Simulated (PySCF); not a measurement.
Compound: C4H9FOSi.
Cartesian coordinates in Å at the GFN2-xTB level; atoms count from 1:
```xyz
16
C4H9FOSi angstrom
C      2.131   -0.304    0.201
C      0.727   -0.031    0.719
C     -0.314   -0.989    0.130
C     -1.672   -0.295    0.198
F     -2.520   -0.807   -0.772
Si    -1.186    1.554   -0.038
O      0.363    1.303    0.397
H      2.429   -1.318    0.454
H      2.833    0.396    0.646
H      2.157   -0.180   -0.878
H      0.719   -0.109    1.815
H     -0.085   -1.163   -0.923
H     -0.299   -1.947    0.651
H     -2.173   -0.494    1.152
H     -1.271    1.974   -1.428
H     -1.846    2.419    0.931
```

The calculation used TDDFT PBE0/def2-SVPD, vertical, gas phase, core orbitals frozen in the response (PySCF 2.14.0, density-fitted response routines).

Kohn–Sham orbitals with the atoms that hold most of them (Löwdin shares over 4%, at most four atoms; ? is withheld):

| orbital | ε (eV) | atoms |
| --- | --- | --- |
| LUMO+2 | 1.16 | Si6 24%, C1 12%, H16 9%, H8 9% |
| LUMO+1 | 0.55 | Si6 24%, C4 10%, H14 8%, C3 8% |
| LUMO | 0.04 | ? |
| HOMO | -8.05 | C4 22%, O7 21%, F5 16%, Si6 16% |
| HOMO-1 | -8.13 | ? |
| HOMO-2 | -9.10 | C3 17%, O7 15%, C2 15%, C1 12% |
| HOMO-3 | -9.58 | O7 23%, C3 16%, F5 15%, C4 14% |

(1) Give the leading atoms of the LUMO.

(2) Which atoms hold the HOMO-1, and with what shares?

(3) The HOMO–LUMO gap is 8.09 eV. Where does the response calculation put the lowest singlet, and from which orbitals?

(4) One configuration dominates each of S1, S2, S3, S4 and S5. Which, and how do the shares of the two leading atoms of either orbital change from the occupied to the empty one?

Answers

(1) Si6 (bonded to C, O and 2 H) 34%; H15 (bonded to Si) 11%; H16 (bonded to Si) 10%; O7 (bonded to C and Si) 10%. By element: silicon 34%, hydrogen 21% or more, oxygen 10%.

(2) O7 (bonded to C and Si) 38%; Si6 (bonded to C, O and 2 H) 12%; C2 (bonded to 2 C, O and H) 10%; H16 (bonded to Si) 8%.

(3) S1 is at 6.72 eV (f = 0.025), 1.37 eV below the gap, made of HOMO→LUMO (91%). Without the coupling terms of the response equations the lowest excitation would equal the gap.

(4) 
- S1 (6.72 eV, f 0.025), HOMO→LUMO (91%): C4 22% → at most 10%, O7 21% → 10%, Si6 16% → 34%, H15 at most 16% → 11%
- S2 (6.80 eV, f 0.0070), HOMO-1→LUMO (92%): O7 38% → 10%, Si6 12% → 34%, H15 at most 8% → 11%
- S3 (7.39 eV, f 0.0056), HOMO→LUMO+1 (94%): C4 22% → 10%, O7 21% → at most 9%, Si6 16% → 24%
- S4 (7.50 eV, f 0.031), HOMO-1→LUMO+1 (94%): O7 38% → at most 9%, Si6 12% → 24%, C4 at most 8% → 10%
- S5 (7.89 eV, f 0.0076), HOMO-2→LUMO (90%): C3 17% → at most 10%, O7 15% → 10%, Si6 at most 12% → 34%, H15 at most 12% → 11%

Löwdin shares depend on the basis, the more so with diffuse functions.

One conformer stands for the species.
